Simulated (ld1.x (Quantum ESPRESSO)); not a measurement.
## Configuration tests for osmium (TM)

- Element: osmium
- Generator: ld1.x (Quantum ESPRESSO) 7.5
- Type: norm-conserving Troullier–Martins (Kleinman–Bylander form)
- Functional: LDA (PZ)
- Relativity: scalar-relativistic
- Frozen core: [Xe] 4f14
- Valence charge: 8
- Reference configuration: 5d6 6s1.5 6p0.5
- Partial waves: 6p (bound): rc 2.75 bohr; 5d (bound): rc 2.25 bohr; 6s (bound): rc 2.15 bohr
- Local potential: the s channel
- Core correction: Bessel-smoothed model core inside 1.75 bohr

Energies are relative to the spin-unpolarised reference configuration 5d6 6s1.5 6p0.5; without spin polarisation the order of configurations can differ from experiment. Spin-polarised rows fill each open shell by Hund’s rule, majority spin first. The frozen-core shift is the all-electron ΔE with the core orbitals held at their reference shape minus the fully relaxed ΔE.

(1) Give the all-electron excitation energy and the error of the potential for: 5d6 6s2 6p0; 5d6 6s1 6p0; 5d6 6s0 6p0; 5d6.5 6s1.5 6p0; 5d5 6s0 6p0; 5d5 6s2 6p1; 5d5 6s2 6p0; 5d6 6s1.5 6p0.5 (spin-polarised); 5d6 6s2 6p0 (spin-polarised).

Levels in the configuration 5d5 6s2 6p1:

```json
{"level": "5d", "all-electron (eV)": "-9.841", "pseudo (eV)": "-10.000"}
{"level": "6s", "all-electron (eV)": "-8.315", "pseudo (eV)": "-8.311"}
{"level": "6p", "all-electron (eV)": "-2.564", "pseudo (eV)": "-2.539"}
```

Answers

(1)

```json
{"valence configuration": "5d6 6s2 6p0", "charge": "0", "ΔE all-electron (eV)": "-2.529", "error AE − PS (meV)": "+0.2", "frozen-core shift (meV)": "-0.5"}
{"valence configuration": "5d6 6s1 6p0", "charge": "+1", "ΔE all-electron (eV)": "7.335", "error AE − PS (meV)": "-6.5", "frozen-core shift (meV)": "+3.0"}
{"valence configuration": "5d6 6s0 6p0", "charge": "+2", "ΔE all-electron (eV)": "24.618", "error AE − PS (meV)": "-34", "frozen-core shift (meV)": "+12"}
{"valence configuration": "5d6.5 6s1.5 6p0", "charge": "0", "ΔE all-electron (eV)": "-2.456", "error AE − PS (meV)": "-18", "frozen-core shift (meV)": "+8.3"}
{"valence configuration": "5d5 6s0 6p0", "charge": "+3", "ΔE all-electron (eV)": "53.774", "error AE − PS (meV)": "-138", "frozen-core shift (meV)": "+121"}
{"valence configuration": "5d5 6s2 6p1", "charge": "0", "ΔE all-electron (eV)": "3.619", "error AE − PS (meV)": "-79", "frozen-core shift (meV)": "+32"}
{"valence configuration": "5d5 6s2 6p0", "charge": "+1", "ΔE all-electron (eV)": "8.775", "error AE − PS (meV)": "-51", "frozen-core shift (meV)": "+33"}
{"valence configuration": "5d6 6s1.5 6p0.5 (spin-polarised)", "charge": "0", "ΔE all-electron (eV)": "-2.557", "error AE − PS (meV)": "+139", "frozen-core shift (meV)": "+22"}
{"valence configuration": "5d6 6s2 6p0 (spin-polarised)", "charge": "0", "ΔE all-electron (eV)": "-4.549", "error AE − PS (meV)": "+114", "frozen-core shift (meV)": "+20"}
```

A variational frozen-core shift is positive and of second order in the change. This column holds negative values, so the frozen-core run of ld1.x carries numerical noise or an error of first order here, and the column gives no more than the rough size of the effect.
